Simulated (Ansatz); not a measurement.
**The dipole moment down a group: O to Se**

One atom is swapped for its congeners: BH2(OH); BH2(SH); BH2(SeH). All are singlets with charge 0.

Shapes, held fixed at every level: PBE0-D4/def2-TZVP. Programs: Ansatz 0.2.0. Values in D.

```csv
level,BH2(OH),BH2(SH),BH2(SeH)
PBE-D4/def2-TZVPP,1.59,0.94,0.75
r2SCAN-D4/def2-TZVPP,1.58,0.92,0.71
B3LYP-D4/def2-TZVPP,1.57,0.89,0.66
wB97M-V/def2-TZVPP,1.58,0.88,0.65
```

At wB97M-V/def2-TZVPP the dipole moment falls at every step, from 1.58 to 0.65 D. Every level shows the same order. Relativity is left out for Se unless named. Magnitudes only: a dipole under 1 D may point either way.
